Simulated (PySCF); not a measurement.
CH₃ClOSe. Atoms are numbered in the order given.

```xyz
7

Se    -0.0118    -0.2906     0.6905
Cl    -1.2549     1.2533    -0.2526
O      1.3859    -0.3185    -0.4025
C      1.1937    -0.9347    -1.6615
H      0.4886    -0.3547    -2.2797
H      2.1773    -0.9445    -2.1529
H      0.8208    -1.9678    -1.5624
```

Coordinates come from a PBE0-D3(BJ)/def2-SVP optimisation. The values are those of a single conformer.

These are TDA-PBE/def2-SVPD in PySCF values and carry that method's errors.

Vertical excitations. Isolated molecule, no solvent.

Computed excitation energies, oscillator strengths and character:
```
state  energy (eV)  λ (nm)      f                              main pairs
-----  -----------  ------  -----  --------------------------------------
S1            2.80     443  0.002                          HOMO→LUMO 99 %
S2            3.72     333  0.000                        HOMO→LUMO+1 98 %
S3            4.83     257  0.030                        HOMO−1→LUMO 86 %
S4            5.11     242  0.008                        HOMO−2→LUMO 97 %
S5            5.47     227  0.004                      HOMO−1→LUMO+1 97 %
S6            5.56     223  0.030                        HOMO→LUMO+2 99 %
S7            5.60     222  0.005                        HOMO−3→LUMO 91 %
S8            5.88     211  0.000                        HOMO−4→LUMO 96 %
S9            6.19     200  0.010                        HOMO→LUMO+3 94 %
S10           6.26     198  0.048  HOMO−2→LUMO+1 56 %, HOMO−3→LUMO+1 16 %
T1            2.07     600      0                         HOMO→LUMO 100 %
T2            2.92     424      0                       HOMO→LUMO+1 100 %
T3            4.10     303      0                        HOMO−1→LUMO 99 %
T4            4.54     273      0                        HOMO−2→LUMO 97 %
```
Triplets are in the Tamm–Dancoff approximation.
